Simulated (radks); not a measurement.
The numbers below are computed, except where a source is named.
Valence configurations of the tungsten ion W2+ (all share [Xe]). Level of theory: Dirac Kohn-Sham, PBE, spin-unpolarised, spherical densities, finite nucleus; open shells fill j = l - 1/2 first; Fermi nuclear charge, rms radius 5.3658 fm (a radial shooting solver on a logarithmic mesh with Libxc functionals). Energies are relative to 4f14 5d4; eigenvalues in eV.

valence           E (eV)  e(4f5/2)  e(4f7/2)  e(5d3/2)  e(5d5/2)  e(6p1/2)
4f14 5d4           0.000   -49.873   -47.636   -20.078         -         -
4f13.5 5d4 6p0.5  18.416   -56.638   -54.355   -22.439         -   -14.606
4f13.5 5d3 6p1.5  27.098   -61.227   -58.941   -25.666         -   -16.124
4f12 5d4 6p2      91.941   -78.399   -75.973   -29.995         -   -17.328
4f14 5d2 6s2       3.796   -56.600   -54.359   -24.533         -         -
4f13 5d4 6s1      33.820   -62.518   -60.187   -23.923         -         -
4f11.5 5d6 6p0.5  100.41   -76.623   -74.153   -25.833   -24.680   -15.230
4f13 5d4 6p1      39.794   -63.663   -61.332   -24.887         -   -15.527
4f12 5d6          72.563   -69.231   -66.809   -23.346   -22.292         -
4f14 5d3 6p1       7.194   -54.279   -52.040   -23.198         -   -15.197

NIST lists [Xe] 4f14 5d4 as the ground configuration; this level of theory agrees among the configurations tried. The energies are those of spherical spin-averaged densities, not of single terms.
